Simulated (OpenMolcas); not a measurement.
Nd IV: effect of the basis set

```json
{
 "Program": "OpenMolcas",
 "Method": "RASSCF",
 "Active space": "3 electrons in 12 orbitals (RAS2 4f; RAS3 5d, at most 1 electron)",
 "State averaging": "2S+1 = 4 odd, 35 roots; 2S+1 = 2 odd, 112 roots (105 in the spin-orbit step); 2S+1 = 4 even, 105 roots (83 in the spin-orbit step); 2S+1 = 2 even, 124 roots kept (CI in the orbitals of an earlier block, 75 in the spin-orbit step)",
 "Spin-orbit coupling": "RASSI with atomic mean-field integrals over the reference wave functions, term energies averaged over their components"
}
```

A. ANO-RCC-VDZP [7s6p4d2f1g], DKH2, point nucleus; cost roughly 2.7 core-minutes
B. ANO-R2 [8s7p4d3f1g], X2C, finite nucleus; cost about 2.8 core-minutes
C. ANO-RCC-VTZP [8s7p5d3f2g1h], DKH2, point nucleus; cost about 3 core-minutes

Energies in cm⁻¹ above 4f³ ⁴I°_9/2, the measured ground level; measured values from the list in Arab et al., J. Quant. Spectrosc. Radiat. Transfer 229, 145 (2019) and Gaigalas et al. (2019), from Wyart et al. (2007).

| Level | A | B | C | Measured |
| --- | --- | --- | --- | --- |
| 4f³ ⁴I°_9/2 | 0.0 | 0.0 | 0.0 | 0.0 |
| 4f³ ⁴I°_11/2 | 1988 | 1980 | 1983 | 1897 |
| 4f³ ⁴I°_13/2 | 4144 | 4128 | 4132 | 3907 |
| 4f³ ⁴I°_15/2 | 6419 | 6395 | 6401 | 5989 |
| 4f³ ⁴F°_3/2 | 15889 | 15839 | 15815 | 11698 |
| 4f³ ²H°_9/2(1) | 16017 | 15976 | 15947 | 12800 |
| 4f³ ⁴F°_5/2 | 16968 | 16914 | 16891 | 12748 |
| 4f³ ⁴S°_3/2 | 17906 | 17848 | 17825 | 13792 |
| 4f³ ⁴F°_7/2 | 17986 | 17928 | 17905 | 13720 |
| 4f³ ⁴F°_9/2 | 19147 | 19086 | 19064 | 14995 |
| 4f³ ²H°_11/2(1) | 19354 | 19298 | 19272 | 16162 |
| 4f³ ²G°_7/2(1) | 22163 | 22095 | 22061 | 17655 |
| 4f³ ⁴G°_5/2 | 24094 | 24017 | 23979 | 17707 |
| 4f³ ²K°_13/2 | 24250 | 24174 | 24136 | 20005 |
| 4f³ ²G°_9/2(1) [65 %] | 25008 | 24928 | 24898 |  |
| 4f³ ⁴G°_7/2 | 25628 | 25546 | 25510 | 19541 |
| 4f³ ²K°_15/2 | 26451 | 26365 | 26329 | 22044 |
| 4f³ ⁴G°_9/2 | 27247 | 27158 | 27124 |  |
| 4f³ ⁴G°_11/2 | 28675 | 28582 | 28548 | 22047 |
| 4f³ ²P°_1/2 | 30118 | 30017 | 29973 |  |
| 4f³ ²D°_5/2(1) | 30471 | 30368 | 30324 | 24333 |
| 4f³ ²I°_11/2 | 38027 | 37892 | 37835 | 30180 |
| 4f³ ²L°_15/2 | 38854 | 38716 | 38659 | 31036 |
| 4f³ ²I°_13/2 | 39279 | 39139 | 39083 | 31583 |

Deviations, from unrounded energies. A percentage is the sum of absolute deviations over the sum of measured energies, with the sign that they share, or ± where signs differ.

```
                        Against measurement  Levels      A      B      C
             mean absolute deviation (cm-1)      20   4500   4400   4400
      fine structure of the ground term (%)       3   +6.4   +6.0   +6.1
other terms of the ground configuration (%)      17  +26.8  +26.4  +26.2
```

A, B, C lie about equally close to measurement. The largest miss of C in the table is 4f³ ²I°_11/2, by +7700 cm-1. The ranking rests on the paired levels alone, and a cruder setting can come out closer through cancelling errors.

Among A to C the level of the table that moves most is 4f³ ²I°_13/2, by 200 cm-1 (lowest in C, highest in A).

High states are left out of the spin-orbit mixing, which shifts the levels that they would mix with. Without dynamic correlation excited terms often stand tens of per cent too high (terms of higher spin than the ground term too low), and those without a measured partner can miss by more than the paired ones. Some levels mix across a computed gap that differs much from the measured one, so their mixing is not that of the real levels. The basis is small and was not contracted for so high a charge (holds for A). Measured partners are found by configuration, term and J. A level has none where our copy of the source lacks it or the pairing is in doubt (some pairs that miss far off the trend of their configuration count as doubtful), and it then counts in no deviation. Only configurations of the active space appear. Levels that lie high or do not pair safely by name in every column are left out.

A share in square brackets marks a mixed level and gives the weight of the term that names it, the lowest over the columns. A number in round brackets counts repeated terms of one configuration in the order of the reference energies. ° marks odd parity.
